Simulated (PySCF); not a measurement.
SnFI3, SMILES [F][Sn]([I])([I])[I]. Coordinates come from a B3LYP-D3(BJ)/def2-SVP optimisation. The structure was generated by enumeration; whether it is a known compound was not checked. The def2 effective core potentials stand for the cores of I, Sn; spin–orbit coupling is left out.

### Question
Give the equilibrium geometry at B3LYP-D3(BJ)/def2-SVP (PySCF confirms it by a frequency run) as a Z-matrix, and its point group. (The exact figures need the calculation; the answer reports its results.)

### Answer
point group C3v.
```
Sn
F 1 1.9411
I 1 2.6912 2 106.50
I 1 2.6912 2 106.50 3 -120.00
I 1 2.6912 2 106.50 4 -120.00
```
Charge 0, spin multiplicity 1.
